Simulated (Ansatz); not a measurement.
Born–Oppenheimer molecular dynamics of ClH₅MgOSi (9 atoms, charge 0, multiplicity 1). It starts at the highest image of a converged band, a first-order saddle point between two minima.

Computed with Ansatz 0.2.0, RKS r2SCAN/def2-SVP.

* ensemble: NVE (velocity Verlet)
* time step: 0.5 fs
* steps asked: 200
* starting velocities drawn for: 100 K
* seed: 4565

First frame:

```xyz
9
Properties=species:S:1:pos:R:3
Mg -0.676 -1.190 -0.764
Si 0.395 0.586 1.199
Cl -1.670 -3.148 -0.524
H 0.212 0.564 -0.626
O -0.048 0.209 -1.841
H 1.184 -0.477 1.910
H 1.249 1.818 1.207
H -0.809 0.879 2.044
H 0.163 0.759 -2.604
```

(1) How far do the bonds stretch over the last three quarters of this one trajectory? (Pairs bonded in most of those frames.)

Results:

(1) 
| bond | mean (Å) | spread (Å) | shortest | longest |
| --- | --- | --- | --- | --- |
| Mg1–Si2 | 2.569 | 0.126 | 2.42 | 2.82 |
| Mg1–Cl3 | 2.233 | 0.064 | 2.12 | 2.32 |
| Mg1–O5 | 2.261 | 0.136 | 1.96 | 2.41 |
| Si2–H6 | 1.506 | 0.011 | 1.48 | 1.53 |
| Si2–H7 | 1.530 | 0.022 | 1.49 | 1.57 |
| Si2–H8 | 1.507 | 0.019 | 1.48 | 1.54 |
| H4–O5 | 0.979 | 0.030 | 0.94 | 1.06 |
| O5–H9 | 0.969 | 0.011 | 0.94 | 0.99 |

Mean temperature of the second half: 498 K. The conserved energy stayed within 0.092 meV per atom of its start (net change -0.039 meV per atom), so the integration is sound. The kinetic energy rose, since the run started high on the potential surface and went downhill. A run of 0.1 ps of so small a system gives no equilibrium averages. The orbitals stay closed-shell, which can raise the energy where a bond breaks towards radicals; this wasn't checked here.

The run took 6.4 min on 2 threads of Intel(R) Xeon(R) Platinum 8488C (Sapphire Rapids), with other jobs on the host, peak memory 0.18 GiB.
